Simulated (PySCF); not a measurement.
## Spin–spin coupling constants

Molfile (atoms numbered from 1):
```
C10H10Ge
     RDKit          3D

 21 22  0  0  0  0  0  0  0  0999 V2000
    2.9844    0.4998    0.9505 C   0  0  0  0  0  0  0  0  0  0  0  0
    2.0835   -0.3956    1.3992 C   0  0  0  0  0  0  0  0  0  0  0  0
    1.1429   -1.1062   -0.1522 Ge  0  0  0  0  0  4  0  0  0  0  0  0
   -0.7513   -0.6681   -0.1970 C   0  0  0  0  0  0  0  0  0  0  0  0
   -1.1618    0.6658   -0.0656 C   0  0  0  0  0  0  0  0  0  0  0  0
   -2.5141    0.9991   -0.0914 C   0  0  0  0  0  0  0  0  0  0  0  0
   -3.4765    0.0011   -0.2499 C   0  0  0  0  0  0  0  0  0  0  0  0
   -3.0817   -1.3286   -0.3829 C   0  0  0  0  0  0  0  0  0  0  0  0
   -1.7263   -1.6596   -0.3564 C   0  0  0  0  0  0  0  0  0  0  0  0
    2.2405    0.0162   -1.3051 C   0  0  0  0  0  0  0  0  0  0  0  0
    3.0700    0.7219   -0.5120 C   0  0  0  0  0  0  0  0  0  0  0  0
    3.6483    1.0641    1.6158 H   0  0  0  0  0  0  0  0  0  0  0  0
    1.9458   -0.6183    2.4589 H   0  0  0  0  0  0  0  0  0  0  0  0
    1.3130   -2.6216   -0.3746 H   0  0  0  0  0  0  0  0  0  0  0  0
   -0.4144    1.4551    0.0591 H   0  0  0  0  0  0  0  0  0  0  0  0
   -2.8206    2.0429    0.0131 H   0  0  0  0  0  0  0  0  0  0  0  0
   -4.5375    0.2621   -0.2704 H   0  0  0  0  0  0  0  0  0  0  0  0
   -3.8318   -2.1134   -0.5081 H   0  0  0  0  0  0  0  0  0  0  0  0
   -1.4287   -2.7068   -0.4630 H   0  0  0  0  0  0  0  0  0  0  0  0
    2.2313    0.1175   -2.3919 H   0  0  0  0  0  0  0  0  0  0  0  0
    3.7974    1.4444   -0.9003 H   0  0  0  0  0  0  0  0  0  0  0  0
  1  2  2  0
  2  3  1  0
  3  4  1  0
  4  5  2  0
  5  6  1  0
  6  7  2  0
  7  8  1  0
  8  9  2  0
  3 10  1  0
 10 11  2  0
 11  1  1  0
  9  4  1  0
  1 12  1  0
  2 13  1  0
  3 14  1  0
  5 15  1  0
  6 16  1  0
  7 17  1  0
  8 18  1  0
  9 19  1  0
 10 20  1  0
 11 21  1  0
M  END
```

Method: B3LYP/pcJ-1 (pcSseg-1 on Ge) (without the spin–dipole term)//PBE0-D3(BJ)/def2-SVP, PySCF; isolated molecule, single conformer, non-relativistic. Couplings are averaged over pairs made equivalent by symmetry, fast rotation or ring inversion, so a value needn't be that of the named pair in this geometry, while other rotamers aren't included; one pair stands for each set, and the list holds a selection of those of at least 0.8 Hz over up to four bonds, among pairs with at least one H atom (others weren't computed).

Isotopes: ¹³C, ¹H.

```
    pair  bonds  J (Hz)
 C1, H12      1   166.9
 C2, H13      1       ?
 C5, H15      1       ?
 C6, H16      1   166.6
 C7, H17      1   166.5
 C1, H21      2       ?
 C4, H14      2       ?
 C4, H15      2     3.4
 C5, H16      2     1.9
 C6, H15      2       ?
 C1, H14      3     4.0
 C2, H20      3     2.7
 C5, H14      3     3.7
 C5, H17      3       ?
 C5, H19      3       ?
 C6, H18      3     7.8
 C7, H15      3     8.0
H12, H13      3    10.9
H12, H21      3     4.1
H13, H14      3    -1.4
 C4, H17      4    -1.3
 C5, H18      4       ?
 C6, H19      4    -1.5
H13, H20      4     1.2
H15, H19      4     0.9
H16, H18      4     1.0
```

Q: Estimate the withheld couplings, with signs.

A: 
- ¹J(C2,H13) = 179.5 Hz (bond length 1.092 Å, sp2 carbon)
- ¹J(C5,H15) = 167.8 Hz (bond length 1.094 Å, sp2 carbon)
- ²J(C1,H21) = 7.1 Hz (angle at C11 119°)
- ²J(C4,H14) = 9.7 Hz (angle at Ge3 109°)
- ²J(C6,H15) = 2.1 Hz (angle at C5 120°)
- ³J(C5,H17) = 8.0 Hz (dihedral angle 180°)
- ³J(C5,H19) = 8.7 Hz (dihedral angle 180°)
- ⁴J(C5,H18) = -1.3 Hz

Relativistic effects of the heavier atoms present are left out.
